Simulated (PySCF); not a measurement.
# `O=[S@@]1C[C@H]2C[C@@H]1C2`, C$_{5}$H$_{8}$OS

Cartesian coordinates in Å; atom numbers follow the order of the lines, from 1:
```xyz
15

O     0.6663    2.5484   -0.4610
S     0.3246    1.6268    0.6208
C     1.3963    0.1081    0.4009
C     0.3808   -0.9032   -0.0867
C    -0.8255   -0.7170    0.8497
C    -1.0664    0.5461    0.0299
C    -0.4285   -0.1589   -1.1609
H     2.1702    0.3473   -0.3245
H     1.8439   -0.1554    1.3567
H     0.7769   -1.8974   -0.2864
H    -0.6195   -0.5936    1.9126
H    -1.5993   -1.4687    0.7067
H    -2.0231    1.0539   -0.0207
H    -1.1229   -0.7995   -1.7010
H     0.1219    0.4710   -1.8582
```

The calculation used TDDFT PBE0/def2-SVPD circular dichroism and optical rotation, one conformer, gas phase (PySCF 2.14.0). Geometry: GFN2-xTB.

States above about 6.7 eV (minus the energy of the highest occupied orbital) lie near or above the ionisation threshold and depend on the basis.

Question: Assign R or S to each stereocentre.

Answer: S2 R, C4 S, C6 R.

Question: Which excitations and rotatory strengths does the calculation give?

Answer: Rotatory strengths R in 10⁻⁴⁰ esu² cm², velocity form and length form (origin at the centre of mass); f in length form.
| state | E (eV) | λ (nm) | f | R (velocity) | R (length) | main |
| --- | --- | --- | --- | --- | --- | --- |
| 1 | 5.73 | 216 | 0.025 | +7.0 | +5.1 | HOMO→LUMO 0.90 |
| 2 | 5.95 | 208 | 0.009 | +16.9 | +19.1 | HOMO→LUMO+2 0.66, HOMO→LUMO+1 0.24 |
| 3 | 6.28 | 197 | 0.037 | +0.2 | +0.2 | HOMO→LUMO+1 0.69, HOMO→LUMO+2 0.24 |
| 4 | 6.67 | 186 | 0.008 | -11.5 | -8.0 | HOMO−1→LUMO+2 0.34, HOMO−1→LUMO 0.32 |
| 5 | 6.74 | 184 | 0.025 | +36.7 | +33.7 | HOMO→LUMO+3 0.67, HOMO−1→LUMO+2 0.13 |
| 6 | 6.87 | 181 | 0.010 | -15.7 | -17.2 | HOMO−1→LUMO 0.37, HOMO−1→LUMO+2 0.17 |
| 7 | 6.99 | 177 | 0.012 | +4.4 | +5.6 | HOMO→LUMO+4 0.62, HOMO−1→LUMO 0.08 |
| 8 | 7.16 | 173 | 0.001 | +2.4 | +1.7 | HOMO−1→LUMO+1 0.62, HOMO−1→LUMO+2 0.30 |
| 9 | 7.25 | 171 | 0.003 | +2.6 | +3.0 | HOMO→LUMO+6 0.47, HOMO→LUMO+5 0.33 |
| 10 | 7.46 | 166 | 0.061 | +3.2 | +3.5 | HOMO→LUMO+5 0.39, HOMO→LUMO+6 0.34 |
| 11 | 7.65 | 162 | 0.019 | -10.8 | -12.5 | HOMO→LUMO+7 0.82 |
| 12 | 7.69 | 161 | 0.039 | -21.1 | -21.8 | HOMO−1→LUMO+3 0.77 |
| 13 | 7.82 | 158 | 0.012 | -4.2 | -4.8 | HOMO−1→LUMO+4 0.36, HOMO→LUMO+8 0.30 |
| 14 | 7.88 | 157 | 0.054 | -11.6 | -12.0 | HOMO−1→LUMO+4 0.46, HOMO→LUMO+8 0.30 |
| 15 | 7.97 | 156 | 0.005 | +0.5 | +1.6 | HOMO→LUMO+9 0.69, HOMO→LUMO+8 0.23 |
| 16 | 8.08 | 153 | 0.017 | -18.6 | -17.2 | HOMO−1→LUMO+5 0.79 |

Among the states computed, the strongest CD band (largest |R|) is state 5. The largest dissymmetry factor in size, g = 4R/(D+G), with D and G the electric and magnetic dipole strengths, is +0.015 for state 8 (velocity form, f = 0.002), among bands with |R| over 0.5. The mirror image has the same energies and oscillator strengths and all R with the opposite sign.
